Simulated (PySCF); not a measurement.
NICS in isomers of C5H4F2.

NICS is the negative of the GIAO shielding at a point without a nucleus: at the ring centre (0) and 1 Å above and below it (1); zz is the component along the ring normal. Level: GIAO PBE0/pcSseg-1 (PySCF, non-relativistic, gas phase) on the GFN2-xTB geometries, one conformer each. Atom numbers follow the mapped SMILES.

Task: Order these rings by mean NICS(1)zz, lowest (most negative) first (ppm).
A. ring C2–C3–C4 in `[CH2:1]=[C:2]1[CH:3]=[C:4]1[CH:5]([F:6])[F:7]`
B. ring C5–C6–C7 in `[F:1]/[CH:2]=[C:3](\[F:4])[C:5]1=[CH:6][CH2:7]1`
C. ring C4–C5–C6 in `[CH3:1]/[C:2]([F:3])=[C:4]1[CH:5]=[C:6]\1[F:7]`

Result: B (-16.1), A (-11.2), C (-5.5).

```csv
SMILES,ring,NICS(0),NICS(1),NICS(1)zz,HOMA,rms pucker (Å),ring atoms with four or more neighbours
F/C=C(\F)C1=CC1,"3-membered carbocycle; formal bonds 1 double, 2 single",-30.8,-7.2,-16.1,–,0.00,1
C=C1C=C1C(F)F,"3-membered carbocycle; formal bonds 1 double, 2 single",-23.6,-7.7,-11.2,-0.09,0.00,0
C/C(F)=C1C=C\1F,"3-membered carbocycle; formal bonds 1 double, 2 single",-28.1,-5.2,-5.5,-0.45,0.00,0
```

NICS(0) gives another order. The isotropic NICS(1) gives another order. HOMA uses Krygowski's 1993 parameters; it is left out where a ring has a four-coordinate atom, a triple bond, no multiple bond or a kind of bond without parameters. NICS(1) and NICS(1)zz are means over the two faces.
